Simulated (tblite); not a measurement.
Isomers of C3H10F2SSi2. All values are computed: GFN2-xTB (tblite) harmonic vibrations without scaling, gas phase. Against measured fundamentals such values can be off by several per cent, at times by over 20. Modes of hydrogen on silicon and sulfur can be 10 to 20 % off. One conformer each.

Electronic energies: GFN2-xTB at the same geometries; isomer energies are rough at this level and their order can be wrong.

| SMILES | electronic energy, lowest = 0 (kJ/mol) |
| --- | --- |
| CSC[Si@@H](CF)[SiH2]F | 230.2 |
| CS[C@@H](C[SiH2]F)[SiH2]F | 0.0 |
| CC(F)(F)[Si@H](S)C[SiH3] | 264.9 |
| CS[Si@@H](F)[C@@H](F)C[SiH3] | 125.2 |

How do GFN2-xTB zero-point energies change the relative energies?

```json
{"SMILES": "CS[C@@H](C[SiH2]F)[SiH2]F", "ZPE (kJ/mol)": "317.7", "of it from modes above 1550 cm⁻¹": "164.0", "electronic (kJ/mol)": "0.0", "with ZPE, lowest = 0 (kJ/mol)": "0.0", "lowest mode (cm⁻¹)": "24", "rings": "0"}
{"SMILES": "CS[Si@@H](F)[C@@H](F)C[SiH3]", "ZPE (kJ/mol)": "316.6", "of it from modes above 1550 cm⁻¹": "163.0", "electronic (kJ/mol)": "125.2", "with ZPE, lowest = 0 (kJ/mol)": "124.0", "lowest mode (cm⁻¹)": "29", "rings": "0"}
{"SMILES": "CSC[Si@@H](CF)[SiH2]F", "ZPE (kJ/mol)": "318.1", "of it from modes above 1550 cm⁻¹": "165.6", "electronic (kJ/mol)": "230.2", "with ZPE, lowest = 0 (kJ/mol)": "230.6", "lowest mode (cm⁻¹)": "12", "rings": "0"}
{"SMILES": "CC(F)(F)[Si@H](S)C[SiH3]", "ZPE (kJ/mol)": "306.1", "of it from modes above 1550 cm⁻¹": "159.6", "electronic (kJ/mol)": "264.9", "with ZPE, lowest = 0 (kJ/mol)": "253.2", "lowest mode (cm⁻¹)": "28", "rings": "0"}
```

The zero-point energies span 12.0 kJ/mol, from `CC(F)(F)[Si@H](S)C[SiH3]` to `CSC[Si@@H](CF)[SiH2]F`. The order is unchanged.
